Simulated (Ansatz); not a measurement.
`CC[Te]C` → `[CH3]`• + `[CH2][Te]C`• at 700 K and 1 bar (homolysis of the C–C bond).

Gas-phase electronic energies from Ansatz, PBE0-D4/def2-TZVP geometries. CCSD(T)/CBS is the MP2 limit (def2-TZVPP, def2-QZVPP) plus CCSD(T) − MP2 in def2-TZVPP, frozen cores. This one scheme is used for every species. No spin–orbit coupling; open shells (•) take unrestricted orbitals. Elements past krypton have def2 core potentials. For Te outer-core shells are correlated without core-valence functions, which leaves a few kJ/mol of doubt a bond. One conformer a species, not always the lowest.

```
      species  CCSD(T)/CBS energy (Eh)  H − E (kJ/mol)  S (J/(mol·K))
    `CC[Te]C`               -386.69985           343.7          468.0
     `[CH3]`•                -39.78218           106.9          232.5
`[CH2][Te]C`•               -346.77202           214.0          424.4
```

H − E and S are ideal-gas, rigid-rotor, harmonic terms from PBE0-D4/def2-TZVP, for one conformer and one mirror image of each species, with the whole ground term of open shells counted as degenerate. 1 Eh = 2625.50 kJ/mol, R = 8.31446 J/(mol·K).

Q: By hand: ΔE, ΔH, ΔS and ΔG.

A: ΔE = (-39.78218) + (-346.77202) − (-386.69985) = 0.14565 Eh = 382.4 kJ/mol. Δ(H − E) = 106.9 + 214.0 − 343.7 = -22.8, so ΔH = 359.6 kJ/mol. ΔS = 232.5 + 424.4 − 468.0 = 188.9 J/(mol·K). ΔG = 359.6 − 700 × (188.9)/1000 = 227.4 kJ/mol.

Q: By hand: the equilibrium constant, and the temperature at which ΔG would vanish if ΔH and ΔS stayed fixed.

A: log₁₀ K = −ΔG/(RT ln 10) = -17.0. ΔG = 0 at ΔH/ΔS = 1904 K.

The number of gas molecules changes by +1, which sets the sign of ΔS. A doubt of 5 kJ/mol in ΔE shifts log₁₀ K by 0.4 here. Other conformers and mirror images would add mixing entropy, several J/(mol·K) or more a flexible species. Modes under 60 cm⁻¹, often nearly free rotors, make the harmonic entropy too high. These are equilibria of isolated gas molecules and say nothing of rates. Largest T1 diagnostic: 0.019 (customary marks: 0.02 for closed shells, 0.045 for open ones).
